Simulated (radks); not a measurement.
Spherical quantum dot in the effective-mass picture: electrons in a hard-walled sphere of radius 2.16, with a point charge +1 (a donor) at the centre, all in effective atomic units (hartree* = m*/eps^2 hartree, bohr* = eps/m* bohr), one dielectric constant everywhere. Calculated with a radial shooting solver with Libxc functionals: non-relativistic Kohn-Sham, r2SCAN, spin-polarised, spherical densities, generalised Kohn-Sham scheme. Levels are named by radial order and angular momentum (1s, 1p, 1d, 2s, ...), and open shells are averaged over m.

N = 8, configuration 1s2 1p6. This is the lowest configuration that the search found. Occupied and some empty levels:

level  occupation  eigenvalue (hartree*)  <r> (bohr*)
1s              2                 5.0465        1.113
1p              6                 6.1190        1.332
1d              0                 7.4508        1.438
2s              0                 7.9419        1.020
1f              0                 9.0966        1.509

Energy (hartree*): total 25.9785, kinetic 15.345, external -7.1579, Hartree 22.463, exchange-correlation -4.6718.
